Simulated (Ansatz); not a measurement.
`C#C[SiH](C)OC` → acetylene + `CO[Si]C`  (silylene formation by 1,1-elimination)

Isolated molecules relaxed with PBE0-D4/def2-TZVP in Ansatz; ΔE leaves out vibrations. CBS: MP2 limit from def2 TZ/QZ plus the TZ coupled-cluster correction, frozen cores. This one scheme is used for every species. Functionals use def2-TZVPP. One conformer a species, not always the lowest.

```tsv
level	ΔE (kJ/mol)	difference from CCSD(T)/CBS
PBE-D4	221.9	-10.4
BLYP-D4	207.8	-24.5
r2SCAN	244.2	11.9
r2SCANh	246.5	14.2
r2SCAN0	249.9	17.6
LC-ωPBE	242.6	10.3
RPA@PBE/def2-TZVPP	215.9	-16.4
HF/def2-SVP	229.6	-2.7
CCSD(T)/def2-SVP	217.4	-14.9
HF/def2-TZVPP	233.2	0.9
CCSD(T)/CBS	232.3	0
```

Question: What do rigid-rotor, harmonic-oscillator terms from PBE0-D4/def2-TZVP frequencies (298.15 K, 1 bar) make of the CCSD(T)/CBS value? (Best estimate.)

Answer: Computed: ΔZPE = -6.8 kJ/mol, ΔH = +228.4 kJ/mol, ΔS = 144 J/(mol·K), ΔG = +185.6 kJ/mol.

Largest T1 diagnostic among the species: 0.014.

From BLYP to BHLYP (50 % exact exchange), in def2-TZVPP and without D4, ΔE moves by +39.2 kJ/mol. Leaving LDA and LC-ωPBE aside and taking each functional with its dispersion term where it has one, the values, not all of them listed here, spread over 45.0 kJ/mol, from BLYP-D4 to r2SCAN0-D4. LDA lies +26.1 kJ/mol from PBE without D4. At CCSD(T), def2-SVP lies −14.9 kJ/mol from the extrapolated value and def2-TZVPP −3.5 kJ/mol.
